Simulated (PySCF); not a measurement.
Gas-phase reaction: 2 TiO2 + H2 + 6 Cl → 2 TiCl3OH + O2

Method: PySCF energies plus ideal-gas RRHO corrections (1 bar). † marks an energy on the PBE0/def2-TZVP geometry and frequencies; other levels use their own. Open shells (unrestricted): Cl (multiplicity 2), O2 (multiplicity 3); the rest are closed-shell singlets. Spin-orbit splitting is ignored; it lowers the true energy and changes the entropy of Cl. TiCl3OH: computed as isolated molecules; such fragments, hydroxides, amides, oligomers or adducts are transient or little studied in the gas.

PBE0/def2-TZVP gives ΔH°(298 K) = -2005 kJ.

Question: What do BLYP/def2-TZVP†, PBE0/def2-SVP†, ωB97X-V/def2-TZVP† give?

Answer: BLYP/def2-TZVP†: -1846 kJ; PBE0/def2-SVP†: -2015 kJ; ωB97X-V/def2-TZVP†: -1990 kJ. For scale, ΔH°(298 K) is -2005 kJ at this level, -2005 kJ at ωB97M-V/def2-TZVP†, and runs from -2291 to -1621 kJ over the 19 levels computed († marks an energy on the PBE0/def2-TZVP geometry).
